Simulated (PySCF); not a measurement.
**Electron correlation in S(2+) (sulfur, charge +2)**

[Ne] 3s2 3p2, high-spin 3P determinant. All numbers are calculated (PySCF 2.14, scalar relativity by spin-free X2C-1e, in x2c-TZVPPall (5s5p3d1f, 42 functions)). Frozen: [Ne]; 4 electrons correlated.

```json
{"level": "CCSD", "correlation energy (mhartree)": "-88.94"}
{"level": "(T)", "correlation energy (mhartree)": "-2.15"}
{"level": "CCSD(T)", "correlation energy (mhartree)": "-91.09"}
{"level": "CCSDT", "correlation energy (mhartree)": "-91.73"}
```

Diagnostics: T1 = 0.0085, D1 = 0.0219, largest double amplitude 0.104.

Is a single reference adequate?

Mostly. T1 lies below 0.03, but a double amplitude of this size points to a near-degeneracy that CCSD handles and MP2 describes poorly.
